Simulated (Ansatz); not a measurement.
```xyz
23

C    -0.001   -0.798    2.110
C    -0.979    0.009    1.266
Ge   -0.316    0.366   -0.551
C    -0.014   -1.330   -1.498
C    -1.248   -2.218   -1.562
C     1.350    1.406   -0.463
C     1.211    2.713    0.304
H     0.955   -0.280    2.223
H     0.211   -1.772    1.659
H    -0.389   -0.984    3.115
H    -1.198    0.970    1.742
H    -1.937   -0.512    1.182
H    -1.383    1.188   -1.318
H     0.342   -1.091   -2.505
H     0.810   -1.851   -0.999
H    -1.053   -3.147   -2.106
H    -2.078   -1.714   -2.064
H    -1.596   -2.496   -0.563
H     1.680    1.595   -1.489
H     2.118    0.772   -0.007
H     0.915    2.540    1.343
H     2.149    3.275    0.324
H     0.452    3.361   -0.144
```

Charge 0, multiplicity 1.

(1) List the ωB97M-V/def2-TZVPP orbital energies in eV (Ansatz 0.2.0). (An estimate is asked.)

Answers

(1) Computed: Occupied: -10865.62, -1361.46, -1209.19, -1209.18, -1209.18, -281.17, -281.12, -281.12, -281.07, -281.07, -281.06, -173.26, -122.52, -122.49, -122.49, -35.33, -35.31, -35.31, -35.25, -35.24, -24.12, -23.66, -23.57, -20.27, -19.73, -19.45, -16.43, -15.16, -15.10, -14.61, -14.10, -14.00, -13.51, -13.03, -12.68, -12.55, -12.18, -12.12, -11.86, -10.51, -9.81, -9.78. Lowest empty: 2.36, 2.72, 2.86, 3.45, 3.76, 3.94, 3.98, 4.40.
